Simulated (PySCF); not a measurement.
C6H15B (SMILES CCB(CC)CC), singlet, at a GFN2-xTB geometry, with bond 4-2 at 2.0 times its length; PBE0/STO-3G in PySCF.

Input for PySCF:
```python
from pyscf import gto, scf, dft

mol = gto.Mole()
mol.atom = '''
    B     0.10960004    0.05448047    0.16764879
    C     1.34971883    0.26734358   -0.78850144
    C     1.18205715   -0.08974423   -2.26639284
    H     3.07978991   -0.81802614   -0.00062444
    H     1.63294292    1.32418425   -0.71934327
    H     0.37911736    0.48917675   -2.71572930
    H     0.94540644   -1.14552137   -2.37871485
    H     2.09680779    0.11268753   -2.82145337
    C    -1.35504184   -0.20569525   -0.37895485
    C    -2.04302334    1.13915030   -0.67099684
    H    -1.97186892   -0.74109051    0.34641724
    H    -1.36331242   -0.79190263   -1.29943239
    H    -1.49029615    1.69835735   -1.42222400
    H    -2.09496543    1.74476586    0.23111726
    H    -3.05562121    0.98065894   -1.03690360
    C     0.34127770    0.14063981    1.73608776
    C     0.49544493   -1.27220069    2.32357944
    H    -0.50215915    0.61716517    2.24140370
    H     1.23533184    0.71115598    1.99775170
    H     1.35292307   -1.77609706    1.88305125
    H    -0.39001887   -1.87000190    2.12028003
    H     0.64035737   -1.22756071    3.40117103
'''
mol.basis = 'sto-3g'
mol.verbose = 4
mol.build()

mf = dft.RKS(mol)
mf.xc = 'pbe0'
mf.init_guess = 'sap'
mf.kernel()
mf.analyze()
```

Task: Predict the main parts of the log of this PySCF run.

Result: 
```
PySCF version 2.14.0

[INPUT] verbose = 4
[INPUT] num. atoms = 22
[INPUT] num. electrons = 56
[INPUT] charge = 0
[INPUT] spin (= nelec alpha-beta = 2S) = 0
[INPUT] symmetry False subgroup None
[INPUT] Mole.unit = angstrom
[INPUT] Symbol           X                Y                Z      unit          X                Y                Z       unit  Magmom
[INPUT]  1 B      0.109600040000   0.054480470000   0.167648790000 AA    0.207114058841   0.102953167438   0.316810298215 Bohr   0.0
[INPUT]  2 C      1.349718830000   0.267343580000  -0.788501440000 AA    2.550598933868   0.505206147361  -1.490051770425 Bohr   0.0
[INPUT]  3 C      1.182057150000  -0.089744230000  -2.266392840000 AA    2.233764277084  -0.169592015960  -4.282861758275 Bohr   0.0
[INPUT]  4 H      3.079789910000  -0.818026140000  -0.000624440000 AA    5.819959451099  -1.545845367335  -0.001180020581 Bohr   0.0
[INPUT]  5 H      1.632942920000   1.324184250000  -0.719343270000 AA    3.085814895848   2.502345570963  -1.359361769849 Bohr   0.0
[INPUT]  6 H      0.379117360000   0.489176750000  -2.715729300000 AA    0.716427979468   0.924410084005  -5.131984605457 Bohr   0.0
[INPUT]  7 H      0.945406440000  -1.145521370000  -2.378714850000 AA    1.786559248000  -2.164721659137  -4.495119594936 Bohr   0.0
[INPUT]  8 H      2.096807790000   0.112687530000  -2.821453370000 AA    3.962392458955   0.212948569354  -5.331774142531 Bohr   0.0
[INPUT]  9 C     -1.355041840000  -0.205695250000  -0.378954850000 AA   -2.560657964927  -0.388707687624  -0.716120880076 Bohr   0.0
[INPUT] 10 C     -2.043023340000   1.139150300000  -0.670996840000 AA   -3.860754578694   2.152682081716  -1.268000258049 Bohr   0.0
[INPUT] 11 H     -1.971868920000  -0.741090510000   0.346417240000 AA   -3.726292212342  -1.400458097414   0.654633708428 Bohr   0.0
[INPUT] 12 H     -1.363312420000  -0.791902630000  -1.299432390000 AA   -2.576287096018  -1.496479088023  -2.455571334489 Bohr   0.0
[INPUT] 13 H     -1.490296150000   1.698357350000  -1.422224000000 AA   -2.816251567994   3.209430253142  -2.687613847783 Bohr   0.0
[INPUT] 14 H     -2.094965430000   1.744765860000   0.231117260000 AA   -3.958910903132   3.297129626891   0.436748324060 Bohr   0.0
[INPUT] 15 H     -3.055621210000   0.980658940000  -1.036903600000 AA   -5.774287227312   1.853176818206  -1.959463821576 Bohr   0.0
[INPUT] 16 C      0.341277700000   0.140639810000   1.736087760000 AA    0.644921385421   0.265770723111   3.280730394610 Bohr   0.0
[INPUT] 17 C      0.495444930000  -1.272200690000   2.323579440000 AA    0.936255227504  -2.404110879583   4.390928770270 Bohr   0.0
[INPUT] 18 H     -0.502159150000   0.617165170000   2.241403700000 AA   -0.948943264444   1.166273144921   4.235639127587 Bohr   0.0
[INPUT] 19 H      1.235331840000   0.711155980000   1.997751700000 AA    2.334438850555   1.343890034047   3.775203577884 Bohr   0.0
[INPUT] 20 H      1.352923070000  -1.776097060000   1.883051250000 AA    2.556654069906  -3.356337014045   3.558451141020 Bohr   0.0
[INPUT] 21 H     -0.390018870000  -1.870001900000   2.120280030000 AA   -0.737028847712  -3.533791443416   4.006748564085 Bohr   0.0
[INPUT] 22 H      0.640357370000  -1.227560710000   3.401171030000 AA    1.210100051147  -2.319753543177   6.427281749505 Bohr   0.0

nuclear repulsion = 295.333250654831
number of shells = 36
number of NR pGTOs = 150
number of NR cGTOs = 50
basis = sto-3g
ecp = {}

******** <class 'pyscf.dft.rks.RKS'> ********
method = RKS
initial guess = sap
damping factor = 0
level_shift factor = 0
DIIS = <class 'pyscf.scf.diis.CDIIS'>
diis_start_cycle = 1
diis_space = 8
diis_damp = 0
SCF conv_tol = 1e-09
SCF conv_tol_grad = None
SCF max_cycles = 50
direct_scf = True
direct_scf_tol = 1e-13
XC library pyscf.dft.libxc version 7.1.2
    S. Lehtola, C. Steigemann, M. J. T. Oliveira, and M. A. L. Marques,  SoftwareX 7, 1–5 (2018)
XC functionals = pbe0
    C. Adamo and V. Barone,  J. Chem. Phys. 110, 6158 (1999)
    M. Ernzerhof and G. E. Scuseria,  J. Chem. Phys. 110, 5029 (1999)
radial grids:
    Treutler-Ahlrichs [JCP 102, 346 (1995); DOI:10.1063/1.469408] (M4) radial grids

becke partition: Becke, JCP 88, 2547 (1988); DOI:10.1063/1.454033
pruning grids: <function nwchem_prune>
grids dens level: 3
symmetrized grids: False
atomic radii adjust function: <function treutler_atomic_radii_adjust>
small_rho_cutoff = 0
Set gradient conv threshold to 3.16228e-05
Initial guess from superposition of atomic potentials (doi:10.1021/acs.jctc.8b01089)
This is the Gaussian fit version as described in doi:10.1063/5.0004046.
Found SAP basis sapgrasplarge
  HOMO = -0.976912466071631  LUMO = -0.87774276459122  gap/eV = 2.69855
tot grids = 245880
init E= -256.156288601787
  HOMO = 0.307678846222961  LUMO = 0.379509696628288  gap/eV = 1.95462
cycle= 1 E= -256.014767620874  delta_E= 0.142  |g|= 2.34  |ddm|= 6.63
  HOMO = -0.359276297390002  LUMO = -0.298262315212552  gap/eV = 1.66028
cycle= 2 E= -250.548355051456  delta_E= 5.47  |g|=  3.7  |ddm|= 9.69
  HOMO = -0.184458391689507  LUMO = 0.0783154464363056  gap/eV = 7.15044
cycle= 3 E= -258.398641720042  delta_E= -7.85  |g|= 0.87  |ddm|= 8.28
  HOMO = -0.156635539049902  LUMO = 0.0335259951478383  gap/eV = 5.17456
cycle= 4 E= -258.668482015261  delta_E= -0.27  |g|= 0.629  |ddm|= 2.62
  HOMO = -0.142548432410484  LUMO = 0.0101486260239289  gap/eV = 4.15510
cycle= 5 E= -258.869951190902  delta_E= -0.201  |g|= 0.246  |ddm|= 1.55
  HOMO = -0.173944435580503  LUMO = -0.0031876001312785  gap/eV = 4.64653
cycle= 6 E= -258.903227498236  delta_E= -0.0333  |g|= 0.0683  |ddm|= 0.588
  HOMO = -0.17021984168074  LUMO = 0.00679689535107308  gap/eV = 4.81687
cycle= 7 E= -258.905689276581  delta_E= -0.00246  |g|= 0.0203  |ddm|=  0.1
  HOMO = -0.17277470587275  LUMO = 0.00628335318464446  gap/eV = 4.87242
cycle= 8 E= -258.905779027989  delta_E= -8.98e-05  |g|= 0.013  |ddm|= 0.0119
  HOMO = -0.17261487201296  LUMO = 0.00657800662477348  gap/eV = 4.87609
cycle= 9 E= -258.90584341136  delta_E= -6.44e-05  |g|= 0.00647  |ddm|= 0.0111
  HOMO = -0.172247584330644  LUMO = 0.00688395996853319  gap/eV = 4.87442
cycle= 10 E= -258.905864413923  delta_E= -2.1e-05  |g|= 0.0012  |ddm|= 0.00911
  HOMO = -0.172232779316366  LUMO = 0.00688778152958169  gap/eV = 4.87412
cycle= 11 E= -258.905865120745  delta_E= -7.07e-07  |g|= 0.000238  |ddm|= 0.00162
  HOMO = -0.172225467935786  LUMO = 0.00689708682023027  gap/eV = 4.87417
cycle= 12 E= -258.905865147943  delta_E= -2.72e-08  |g|= 5.04e-05  |ddm|= 0.000311
  HOMO = -0.172220622763476  LUMO = 0.00689991578725513  gap/eV = 4.87412
cycle= 13 E= -258.905865149331  delta_E= -1.39e-09  |g|= 1.61e-06  |ddm|= 9.24e-05
  HOMO = -0.172220724004716  LUMO = 0.00689975476656801  gap/eV = 4.87412
cycle= 14 E= -258.905865149334  delta_E= -2.73e-12  |g|= 5.21e-07  |ddm|= 3.88e-06
  HOMO = -0.172220669741033  LUMO = 0.00689980941888035  gap/eV = 4.87412
Extra cycle  E= -258.905865149331  delta_E= 2.05e-12  |g|= 5.83e-07  |ddm|= 1.52e-06
converged SCF energy = -258.905865149331
**** SCF Summaries ****
Total Energy =                        -258.905865149331476
Nuclear Repulsion Energy =             295.333250654831090
One-electron Energy =                 -934.090409055278542
Two-electron Energy =                  379.851293251115976
Two-electron Coulomb Energy =          421.798535662717995
DFT Exchange-Correlation Energy =      -41.947242411602033
HOMO-LUMO gap [eV] =                     4.874116502507770
**** MO energy ****
MO #1   energy= -10.0456071983774  occ= 2
MO #2   energy= -10.0451477893053  occ= 2
MO #3   energy= -10.0376536946309  occ= 2
MO #4   energy= -10.0286694758367  occ= 2
MO #5   energy= -10.0158871089662  occ= 2
MO #6   energy= -10.0084958759854  occ= 2
MO #7   energy= -6.57671573280603  occ= 2
MO #8   energy= -0.750042818403918 occ= 2
MO #9   energy= -0.727481735257064 occ= 2
MO #10  energy= -0.72492992007392  occ= 2
MO #11  energy= -0.60595738394043  occ= 2
MO #12  energy= -0.587352814983243 occ= 2
MO #13  energy= -0.569842350621763 occ= 2
MO #14  energy= -0.43680110477284  occ= 2
MO #15  energy= -0.431145970835309 occ= 2
MO #16  energy= -0.413505004596962 occ= 2
MO #17  energy= -0.401354971041933 occ= 2
MO #18  energy= -0.395852335208696 occ= 2
MO #19  energy= -0.384203002847213 occ= 2
MO #20  energy= -0.347737434362441 occ= 2
MO #21  energy= -0.333394564074582 occ= 2
MO #22  energy= -0.329448756261297 occ= 2
MO #23  energy= -0.320581462762014 occ= 2
MO #24  energy= -0.319181259720626 occ= 2
MO #25  energy= -0.309248703674956 occ= 2
MO #26  energy= -0.256609892175017 occ= 2
MO #27  energy= -0.241680226095963 occ= 2
MO #28  energy= -0.172220669741033 occ= 2
MO #29  energy= 0.00689980941888035 occ= 0
MO #30  energy= 0.114828189045344  occ= 0
MO #31  energy= 0.402731190111675  occ= 0
MO #32  energy= 0.413791345872542  occ= 0
MO #33  energy= 0.438548849570379  occ= 0
MO #34  energy= 0.44269837725548   occ= 0
MO #35  energy= 0.452963201465563  occ= 0
MO #36  energy= 0.456978714792911  occ= 0
 ** Mulliken pop on meta-lowdin orthogonal AOs  **
 ** Mulliken pop  **
 ** Mulliken atomic charges  **
charge of    0B =      0.16272
charge of    1C =     -0.05858
charge of    2C =     -0.15170
charge of    3H =     -0.04321
charge of    4H =      0.05109
charge of    5H =      0.05744
charge of    6H =      0.05194
charge of    7H =      0.05157
charge of    8C =     -0.15006
charge of    9C =     -0.13791
charge of   10H =      0.04473
charge of   11H =      0.04428
charge of   12H =      0.04478
charge of   13H =      0.04723
charge of   14H =      0.04951
charge of   15C =     -0.15017
charge of   16C =     -0.13782
charge of   17H =      0.04173
charge of   18H =      0.04128
charge of   19H =      0.04777
charge of   20H =      0.04549
charge of   21H =      0.04789
Dipole moment(X, Y, Z, Debye): -0.48398,  0.39749, -0.46161
```
